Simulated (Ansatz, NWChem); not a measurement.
**Worked example: vertical ionisation energy of C2H6AlF (SMILES [CH3][Al]([CH3])[F])**

C2H6AlF: 10 atoms, total charge 0, spin state singlet. SMILES: `[CH3][Al]([CH3])[F]`. Geometry: relaxed at PBE0-D4/def2-TZVP.

Both states at this one shape; open shells run unrestricted unless said. 1 Eh = 27.2114 eV.

```
                                   level  program  singlet C2H6AlF (Eh)  doublet C2H6AlF+ (Eh)
                             HF/def2-SVP   NWChem           -420.463333            -420.107308
                          B3LYP/def2-SVP   Ansatz           -421.996614            -421.628531
RPA@PBE/def2-SVP, 8 core orbitals frozen   Ansatz           -421.315950            -420.947964
CCSD(T)/def2-SVP, 8 core orbitals frozen   Ansatz           -421.058547            -420.685109
```

Problem. Work out the vertical ionisation energy at each level.

Solution. 
1. HF/def2-SVP: -420.107308 − (-420.463333) = 0.356025 Eh = 9.69 eV.
2. B3LYP/def2-SVP: -421.628531 − (-421.996614) = 0.368083 Eh = 10.02 eV.
3. RPA@PBE/def2-SVP: -420.947964 − (-421.315950) = 0.367986 Eh = 10.01 eV.
4. CCSD(T)/def2-SVP: -420.685109 − (-421.058547) = 0.373438 Eh = 10.16 eV.

No measured value is set beside it here; the levels span 9.69 to 10.16 eV. Hartree–Fock favours the state with fewer electron pairs, since it lacks pair correlation.
